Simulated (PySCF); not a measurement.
C₃H₄FNSSi, SMILES Fc1scnc1[SiH3].

Coordinates come from a ωB97X-D3(BJ)/def2-SVP optimisation. This is a generated structure with no PubChem entry under its InChIKey; it may be hypothetical.

Level of theory: PBE/def2-TZVP in PySCF.

Gas-phase values at a fixed geometry.

```json
{
 "total_energy": "-958.48781 hartree",
 "point_group": "Cs",
 "highest_occupied_level": "-6.30 eV",
 "lowest_empty_level": "-1.93 eV",
 "orbital_gap": "4.36 eV",
 "dipole_moment": "0.283 e·Å",
 "quadrupole, principal values (traceless, Buckingham form, about the centre of nuclear charge)": "-5.64, -1.92, 7.55 D·Å",
 "mean_static_polarisability": "86.4 bohr³ (12.80 Å³)",
 "polarisability_principal_values": "57.5, 85.8, 115.8 bohr³"
}
```
